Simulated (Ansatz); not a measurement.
`N[SiH](Cl)O[SiH3]` → `N[Si]Cl` + `O[SiH3]` at 500 K and 1 bar (silylene formation by 1,1-elimination).

Computed with Ansatz on PBE0-D4/def2-TZVP structures; ΔE is electronic, products minus reactants. CBS: MP2 limit from def2 TZ/QZ plus the TZ coupled-cluster correction, frozen cores. This one scheme is used for every species. One conformer a species, not always the lowest.

```
            species  CCSD(T)/CBS energy (Eh)  H − E (kJ/mol)  S (J/(mol·K))
`N[SiH](Cl)O[SiH3]`              -1171.60384           231.0          467.2
          `N[Si]Cl`               -804.81589           100.4          317.4
          `O[SiH3]`               -366.69042           127.5          292.9
```

H − E and S are ideal-gas, rigid-rotor, harmonic terms from PBE0-D4/def2-TZVP, for one conformer and one mirror image of each species. 1 Eh = 2625.50 kJ/mol, R = 8.31446 J/(mol·K).

Task: By hand: ΔE, ΔH, ΔS and ΔG.

Result: ΔE = (-804.81589) + (-366.69042) − (-1171.60384) = 0.09753 Eh = 256.1 kJ/mol. Δ(H − E) = 100.4 + 127.5 − 231.0 = -3.1, so ΔH = 253.0 kJ/mol. ΔS = 317.4 + 292.9 − 467.2 = 143.1 J/(mol·K). ΔG = 253.0 − 500 × (143.1)/1000 = 181.4 kJ/mol.

Task: By hand: the equilibrium constant, and the temperature at which ΔG would vanish if ΔH and ΔS stayed fixed.

Result: log₁₀ K = −ΔG/(RT ln 10) = -19.0. ΔG = 0 at ΔH/ΔS = 1768 K.

The number of gas molecules changes by +1, which sets the sign of ΔS. A doubt of 5 kJ/mol in ΔE shifts log₁₀ K by 0.5 here. Other conformers and mirror images would add mixing entropy, several J/(mol·K) or more a flexible species. Modes under 60 cm⁻¹, often nearly free rotors, make the harmonic entropy too high. These are equilibria of isolated gas molecules and say nothing of rates. Largest T1 diagnostic: 0.013 (customary marks: 0.02 for closed shells, 0.045 for open ones).
